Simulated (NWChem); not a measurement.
## A calculation on CH3Mg (+1)

```xyz
5

Mg     0.5474    -0.7717     0.0000
C     -0.6699     0.9443     0.0000
H     -1.2832     0.8907     0.9201
H     -1.2832     0.8907    -0.9201
H      0.0166     1.8128     0.0000
```
Charge +1, spin multiplicity 1.

Everything below was run with NWChem. The geometry was optimised at PBE/def2-SVP, a minimum by its harmonic frequencies.

Symmetry labels belong to the abelian group Cs used in the runs, with the axes of the coordinates shown; states degenerate in a higher group split over its labels.

The spin multiplicity of the parent species was assumed, not shown to be that of its ground state. The structure started from a generated list of species.

Question: List the lowest 3 singlet excitations that CIS/def2-SVPD gives, with oscillator strengths.

Answer: 
```json
[
 {"state": "1", "symmetry": "a'", "energy (eV)": "4.60", "wavelength (nm)": "270", "f": "0.566"},
 {"state": "2", "symmetry": "a'", "energy (eV)": "6.47", "wavelength (nm)": "192", "f": "0.271"},
 {"state": "3", "symmetry": "a\"", "energy (eV)": "6.47", "wavelength (nm)": "192", "f": "0.271"}
]
```
